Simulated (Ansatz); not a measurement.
Two members of one family (InP nanocrystals, H-capped) that differ in charge, which shifts all levels, computed with Ansatz in the gas phase; def2 core potentials for In, no spin–orbit coupling. The structures are stationary points that may keep the symmetry of their start.

First: In9P10H28⁺, cut from zinc blende (singlet, charge 1, PBE-D4/def2-SVP geometry).

```xyz
47

P    -3.255    2.828   -0.135
P     0.673    4.066   -1.274
P    -3.766   -0.572    2.026
P     0.085    0.564    0.910
P    -0.376   -2.913    3.161
P    -1.532   -2.675   -0.935
P     3.358   -1.738    2.080
P    -1.047    0.567   -2.996
P     2.027   -1.549   -1.964
P     3.896    1.846   -0.188
In   -5.149    1.640    1.362
In   -0.920    2.035   -0.955
In    3.345    4.323   -1.083
In   -3.029   -1.100   -2.447
In   -1.447   -1.477    1.276
In    2.410   -0.259    0.162
In    2.183   -3.417    3.823
In    0.865   -3.779   -1.138
In    1.481    0.331   -3.747
H    -3.877    3.232   -1.360
H    -3.033    4.141    0.395
H     0.072    5.125   -0.521
H     0.297    4.534   -2.575
H    -3.756   -0.675    3.454
H    -4.617   -1.695    1.771
H     0.198    1.318    2.122
H    -1.075   -2.534    4.353
H    -1.020   -4.178    2.970
H    -2.403   -3.745   -0.533
H     4.227   -0.870    2.816
H     4.378   -2.481    1.403
H    -1.611    1.540   -3.889
H     3.396   -1.909   -2.211
H     4.648    1.970    1.025
H     4.955    1.330   -1.004
H    -5.131    2.563    2.821
H    -6.311    1.087    0.221
H     3.540    5.298    0.328
H     3.892    4.320   -2.713
H    -3.955   -0.201   -1.251
H    -3.550   -1.926   -3.868
H     2.490   -4.983    3.181
H     2.363   -2.598    5.332
H     1.380   -3.868    0.541
H     0.888   -4.981   -2.375
H     2.219    1.755   -3.025
H     1.594   -0.288   -5.351
```

```csv
level,HOMO (eV),LUMO (eV),gap (eV)
PBE-D4/def2-SVP,-8.43,-5.03,3.40
r2SCAN-D4/def2-SVP,-8.68,-4.88,3.80
PBE0-D4/def2-SVP,-9.42,-4.35,5.07
```

Second: In11P11H28, cut from wurtzite (singlet, charge 0, PBE-D4/def2-SVP geometry).

```xyz
50

In    2.161    3.527   -2.431
P    -0.078    3.412   -3.879
In    3.783    1.331    0.385
P     3.009    1.263    2.904
P     1.624    1.456   -0.922
In   -0.336    1.934    0.685
In   -2.010    1.704   -3.454
P    -2.411    1.898   -0.909
In    1.152   -0.354    3.845
P    -0.777   -0.081    2.236
In   -2.690    0.423    3.949
In   -4.318    0.226   -0.419
P    -4.670    0.473    2.159
P     4.561   -1.196    0.254
In    1.415   -0.684   -2.324
P    -0.848   -0.587   -3.559
In    2.998   -3.263    0.691
P     2.356   -2.608    3.154
P     0.903   -2.541   -0.550
In   -1.154   -2.329    1.056
In   -2.453   -2.646   -3.154
P    -3.050   -1.996   -0.663
H     2.010    4.974   -1.477
H     3.437    3.094   -3.534
H    -0.698    4.701   -3.942
H     0.238    3.304   -5.271
H     5.163    2.368    0.181
H     2.511    2.580    3.167
H     4.138    1.313    3.786
H    -0.165    3.442    1.549
H    -3.398    1.967   -4.468
H    -3.031    3.183   -0.755
H     1.059   -0.261    5.578
H    -2.536    2.067    4.498
H    -2.976   -1.005    4.901
H    -5.779    0.443   -1.337
H    -5.474    1.644    2.337
H    -5.678   -0.483    2.509
H     5.798   -1.366    0.958
H     5.077   -1.378   -1.069
H     2.828   -1.094   -3.265
H    -0.467   -0.690   -4.938
H     3.811   -4.790    0.565
H     3.465   -2.859    4.027
H     1.511   -3.664    3.623
H     0.619   -3.708   -1.334
H    -1.263   -3.713    2.115
H    -3.882   -2.386   -4.114
H    -1.453   -4.074   -3.088
H    -4.026   -2.968   -0.258
```

Estimate the same table for the second.


```tsv
level	HOMO (eV)	LUMO (eV)	gap (eV)
PBE-D4/def2-SVP	-5.61	-2.11	3.50
r2SCAN-D4/def2-SVP	-5.83	-1.92	3.91
PBE0-D4/def2-SVP	-6.55	-1.40	5.15
```
